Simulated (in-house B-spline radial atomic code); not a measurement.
PBE0 excitations of C2+

Method: PBE0. Computed with a B-spline radial code for spherical atoms: linear response of the closed shell [He] 2s2 with the functional's adiabatic kernel; non-relativistic, point nucleus, no spin-orbit coupling, no double excitations, S, P, D and F terms only.

Command:
```bash
python run_td.py task.json out
```
Settings (radii: box in bohr, nucleus in fm):
```
Z                        6
electrons                4
configuration            [He] 2s2
hamiltonian              nr
method                   pbe0
box_radius               5.5
wall_radius              5.5
intervals                42
```

Cost of the run: 0.1 s on 1 thread of Arm Neoverse N1, with other jobs on the host.

Confined states, up to the first strongly mixed one, which can leave gaps near the end. Labels give the largest channel, * marks a mixed state, and oscillator strengths are full-response dipole values. Semilocal kernels can invert the small singlet-triplet splittings of Rydberg terms. Energies in eV:

```csv
state,full response,Tamm-Dancoff,oscillator strength
2s → 2p 3P,4.737,5.624,-
2s → 2p 1P,11.896,12.576,0.746
2s → 3s 3S,?,?,-
2s → 3s 1S,31.24,31.27,-
2s → 3p 3P,32.25,32.27,-
2s → 3d 3D,32.66,32.70,-
2s → 3p 1P,32.79,32.80,0.346
2s → 3d 1D,33.55,33.55,-
2s → 4f 3F,44.03,44.03,-
2s → 4f 1F,44.11,44.11,-
2s → 4d 3D,49.18,49.22,-
2s → 4d 1D,?,?,-
2s → 4s 3S,51.89,51.91,-
2s → 4p 3P,53.14,53.15,-
2s → 4s 1S,53.18,53.20,-
2s → 4p 1P,53.51,53.51,0.324
```

**Question.** Where does 2s → 3s 3S lie?

**Answer.** At 29.658 eV in full response, 29.674 eV in Tamm-Dancoff.

**Question.** Where does 2s → 4d 1D lie?

**Answer.** At 50.36 eV in full response, 50.37 eV in Tamm-Dancoff.

**Question.** How large is the singlet-triplet splitting of 2s → 2p (P terms) in Tamm-Dancoff?

**Answer.** 6.95 eV, from the unrounded values.

**Question.** What polarisabilities and dispersion coefficient does the method give?

**Answer.** Dipole 4.267 bohr³, quadrupole 5.228 bohr⁵, C6 6.59 hartree·bohr⁶ for two such species.
